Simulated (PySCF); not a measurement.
All values below come from PBE-D3(BJ)/def2-TZVP // B3LYP-D3(BJ)/def2-TZVP (PySCF 2.14.0). Isolated molecules, 0 K electronic values unless said otherwise. Delta-SCF ions had no search for a lower state. 

Reference species (SMILES): `C#CN[SiH3]` (neutral, multiplicity 1).

| Item | Result |
|---|---|
| vertical ionisation energy (Delta-SCF) | 8.55 eV |
| S1 oscillator strength | 0.000 |
| HOMO–LUMO gap | 4.54 eV |

After one change: the vertical ionisation energy (Delta-SCF) decreases by 1.05 eV; the S1 oscillator strength stays essentially unchanged; the HOMO–LUMO gap falls by 1.58 eV.

**Question.** Which change was made? The new species is one of these.
A. `C[SiH]=C=N`
B. `C1=[SiH]CN1`
C. `C=CN=[SiH2]` (C–C–N–Si torsion 55°)
D. `CN=C=[SiH2]`

**Answer.** D, `CN=C=[SiH2]`
